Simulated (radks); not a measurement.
Problem. The ytterbium ion Yb24+, [Kr] 4d10. Method: non-relativistic Kohn-Sham, PBE, spin-polarised, spherical densities, point nucleus; computed with a radial shooting solver on a logarithmic mesh with Libxc functionals. Every spin shell is full or empty, so the densities are truly spherical. Functionals are evaluated on that one density, not self-consistently. Rank these orbital-free kinetic functionals by their error against the exact value of the orbitals, and give that value: Thomas-Fermi, von Weizsacker, TF + vW, TF + vW/9, TF + vW/5, LC94, revAPBEK, Perdew 92, Pearson, DePristo-Kress, Ernzerhof.

Solution. Exact: 13151.8 hartree. From best to worst, with 100 (|E| - |E exact|)/|E exact| (equal figures are ties): LC94 -0.03, revAPBEK +0.16, DePristo-Kress -0.22, Ernzerhof -0.48, Perdew 92 -0.73, TF + vW/9 -0.74, Pearson -0.95, TF + vW/5 +2.64, Thomas-Fermi -4.97, TF + vW +33.07, von Weizsacker -61.97.
